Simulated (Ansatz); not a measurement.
Total energies of In13As13H30, a nanocrystal cut from zinc blende InAs (hydrogen-capped) from Ansatz at B3LYP-D4/def2-SVP, gas phase (1 Eh = 27.2114 eV = 2625.5 kJ/mol). The reference geometry is relaxed at r2SCAN-D4/def2-SVP.

Cartesian coordinates in Å:
```
In -0.930 -0.019 -3.265
In 3.089 -2.108 -2.848
In 2.967 1.983 -4.484
In 0.578 3.242 -0.825
In 4.553 1.061 -0.478
In -1.003 -4.277 -1.673
In -4.818 -2.139 -2.247
In -3.140 1.270 0.245
In -3.148 -3.026 1.736
In 0.612 -0.788 0.673
In 2.121 2.475 3.384
In -1.488 0.560 4.422
In -1.658 4.678 2.867
As 1.597 -0.331 -4.074
As -2.207 -2.347 -2.981
As 1.512 -4.285 -2.644
As -0.710 0.914 -0.783
As 3.038 -1.132 -0.366
As 2.974 2.647 -1.846
As 0.713 3.963 1.744
As 4.413 1.984 2.052
As -0.689 -3.110 0.705
As -4.224 -1.171 0.224
As -2.681 2.162 2.721
As -2.734 -1.810 4.107
As 0.823 0.156 3.152
H -1.794 1.036 -4.329
H 4.661 -2.527 -3.422
H 1.902 3.076 -5.287
H 4.587 1.542 -4.895
H -0.212 4.457 -1.769
H 6.189 0.779 -0.947
H -1.651 -5.875 -1.608
H -5.503 -0.843 -3.156
H -5.410 -3.748 -2.030
H -4.110 2.389 -0.648
H -3.889 -4.569 1.949
H 2.436 2.961 5.009
H -1.328 0.963 6.092
H -2.503 5.645 1.717
H -1.346 4.996 4.537
H 1.463 -0.945 -5.455
H -2.250 -2.912 -4.388
H 1.456 -4.922 -4.016
H 2.293 -5.397 -1.975
H 3.771 -2.127 0.513
H 3.730 3.961 -1.783
H 1.525 5.244 1.721
H 5.240 3.251 2.109
H 5.323 1.151 2.929
H 0.113 -4.067 1.564
H -5.572 -0.974 0.893
H -4.066 2.277 3.329
H -4.079 -1.702 4.792
H -2.135 -2.812 5.072
H 1.597 -0.864 3.962
```

```
                 state   geometry   energy (Eh)
      charge 0 singlet  reference  -31554.81137
      charge 1 doublet  reference  -31554.53694
     charge -1 doublet  reference  -31554.86319
free In atom (doublet)          –    -190.18168
free As atom (quartet)          –   -2235.57271
 free H atom (doublet)          –      -0.50126
```

In the def2 sets In takes a core potential; there is no spin–orbit coupling. B3LYP takes the VWN-RPA correlation. Single mean-field runs in def2-SVP are fitted with def2-universal-jkfit.

Q: Work out the vertical ionisation energy to the doublet.

A: E(charge 1 doublet) − E(charge 0 singlet) = -31554.53694 − (-31554.81137) = 0.27443 Eh = 7.47 eV. For comparison, −ε of the highest occupied level is 6.42 eV at this level, 1.05 eV less.

Q: Work out the vertical electron affinity, to the doublet.

A: E(charge 0 singlet) − E(charge -1 doublet) = -31554.81137 − (-31554.86319) = 0.05182 Eh = 1.41 eV. The basis lacks diffuse functions, which makes affinities too small.

Q: Give the fundamental gap IE − EA, the Mulliken electronegativity (IE + EA)/2 and the hardness (IE − EA)/2.

A: From the values in Eh: IE − EA = 0.27443 − 0.05182 = 0.22261 Eh = 6.06 eV; (IE + EA)/2 = 4.44 eV; (IE − EA)/2 = 3.03 eV. The HOMO–LUMO gap of the same run is 4.17 eV, 1.89 eV smaller than the fundamental gap.

Q: What is the binding energy per atom against free atoms?

A: Atoms: 13 × (-190.18168) + 13 × (-2235.57271) + 30 × (-0.50126) = -31549.84487 Eh. Binding: -31549.84487 − (-31554.81137) = 4.96650 Eh = 135.15 eV, or 2.41 eV for each of 56 atoms (no zero-point energy, no counterpoise term).
